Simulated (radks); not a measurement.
Valence configurations of the silver ion Ag3+ (all share [Kr]). Method: scalar-relativistic Kohn-Sham, r2SCAN, spin-polarised, spherical densities, finite nucleus; open shells are filled with parallel spins first (spin-orbit coupling, left out, can overturn this in heavy ions); meta-GGA in the generalised Kohn-Sham scheme; Fermi nuclear charge, rms radius 4.5454 fm; computed with a radial shooting solver on a logarithmic mesh with Libxc functionals. Energies are relative to 4d8; eigenvalues in eV for spin up.

valence          E (eV)  moment (Bohr magnetons)    e(4d)    e(5p)    e(5s)
4d8               0.000                        2  -44.966        -        -
4d7 5s1          11.897                        4  -50.174        -  -34.487
4d6 5s1 5p1      33.349                        6  -56.400  -28.593  -37.826
4d5 5s1 5p2      56.493                        8  -62.573  -30.987  -40.727
4d5.5 5s1.5 5p1  42.584                        6  -59.020  -29.201  -38.641
4d7 5p1          20.470                        4  -51.271  -26.404        -
4d6 5s2          27.417                        4  -55.279        -  -36.024
4d3 5s1 5p4      131.51                        6  -73.327  -34.761  -45.402
4d6 5p2          42.487                        6  -57.448  -29.172        -
4d7.5 5p0.5      10.069                        3  -48.143  -24.822        -

NIST lists [Kr] 4d8 as the ground configuration; this level of theory agrees among the configurations tried. The energies are those of spherical high-spin densities, not of single terms.
